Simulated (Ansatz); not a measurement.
Reactions of C$_{3}$H$_{6}$AlN (`[CH3][Al]([CH3])[C]#N`).

Gas-phase electronic energies from Ansatz, PBE0-D4/def2-TZVP geometries. CCSD(T)/CBS adds triple-zeta CCSD(T) − MP2 to the extrapolated MP2 energy (def2 sets, frozen cores). This one scheme is used for every species, atoms too. No spin–orbit coupling; open shells (•) take unrestricted orbitals. Spin–orbit coupling would lower the free atoms: a little for Al, C. def2 core potentials past Kr. For In, Mg, Se, Te outer-core shells are correlated without core-valence functions, so the limit isn't a true one: a few kJ/mol of doubt a bond, and 10 to 20 or more in all where bonds break to atoms. Scalar relativity is left out up to krypton. Each species was taken in one conformer, which may not be the lowest.

```
                                                                               reaction  CCSD/CBS(def2) (kcal/mol)  HF/CBS(def2) (kcal/mol)  CCSD(T)/CBS(def2) (kcal/mol)
                        `[CH3][Al]([CH3])[C]#N` → `[CH3][AlH][C]#N` + `[CH2]` (triplet)                      113.2                     79.2                         116.0
         `[CH3][Al]([CH3])[C]#N` + `C=C1N[SiH2]1` → `C=C1[SiH2]N1C` + `[CH3][AlH][C]#N`                       15.8                     13.1                          15.8
                                       `[CH3][Al]([CH3])[C]#N` → Al• + 3 C• + 6 H• + N•                     1025.6                    763.8                        1042.1
             `[CH3][Al]([CH3])[C]#N` + `[CH3][MgH]` → `C[CH2][MgH]` + `[CH3][AlH][C]#N`                       17.6                     16.0                          17.8
      `[CH3][Al]([CH3])[C]#N` + `[F][InH][F]` → `N#[C][In]([F])[F]` + `[CH3][AlH][CH3]`                       19.3                     18.4                          19.0
                                        `[CH3][Al]([CH3])[C]#N` → `C=C1[CH2][AlH][NH]1`                       23.0                     29.3                          22.2
    `[CH3][Al]([CH3])[C]#N` + `Cl[SiH](Cl)Cl` → `N#C[Si](Cl)(Cl)Cl` + `[CH3][AlH][CH3]`                       16.4                     18.5                          15.9
                       `[CH3][Al]([CH3])[C]#N` + H₂Te → `[CH3][Al]([CH3])[TeH]` + `C#N`                      -11.5                     -8.2                         -12.0
                       `[CH3][Al]([CH3])[C]#N` + H₂Se → `[CH3][Al]([CH3])[SeH]` + `C#N`                      -11.9                     -9.5                         -12.2
`[CH3][Al]([CH3])[C]#N` + `OB(O)SC(F)(F)F` → `[CH3][Al]([CH3])[S]B(O)O` + `N#CC(F)(F)F`                       -6.0                     -4.3                          -6.4
```

Largest T1 diagnostic: 0.018, for Al•.
